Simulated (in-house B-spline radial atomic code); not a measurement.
A run on Tb (an excited or competing configuration) that did not converge. Method: scalar-relativistic (X2C) B97-1, spin-polarised, spherical fractional occupations, Fermi nucleus of rms radius 5.06 fm; computed with a B-spline radial code for spherical atoms.

Command:
```bash
python run_scf.py task.json out
```
Settings (nuclear radius in fm, mass in u):
```
Z                65
configuration    [Kr] 4d9 4f9 5s2 5p6 6s2 6f1
hamiltonian      x2c
method           b97_1
spin_polarised   True
nucleus          fermi
rms_radius       5.06
atomic_mass      158.92535
speed_of_light   137.035999084
```

First and last ten iterations of the last attempt (damped for 15 steps, keeping 80 % of the old Fock matrix, then DIIS):
```
 iter        energy (Eh)    residual
    1      -11647.064883    7.71e-01
    2      -11661.548406    1.31e+00
    3      -11681.342320    8.14e-01
    4      -11692.100217    5.30e-01
    5      -11697.603415    3.37e-01
    6      -11700.256611    2.23e-01
    7      -11701.481748    1.51e-01
    8      -11702.035588    1.02e-01
    9      -11702.289213    6.83e-02
   10      -11702.414352    4.66e-02
  111      -11702.546779    2.14e-05
  112      -11702.546778    2.92e-05
  113      -11702.546779    1.72e-05
  114      -11702.546779    1.78e-05
  115      -11702.546778    2.70e-05
  116      -11702.546779    2.39e-05
  117      -11702.546778    3.38e-05
  118      -11702.546779    2.39e-05
  119      -11702.546780    1.22e-05
  120      -11702.546780    2.32e-05
 not converged after 120 iterations
```

The smallest residual met was 9.2e-06; the threshold is about 6e-07. Over the last five steps the energy moves by less than 5e-06 hartree, but the orbitals didn't meet the threshold. Cost of the run: 10 s on 1 thread of Arm Neoverse N1, on a shared host.
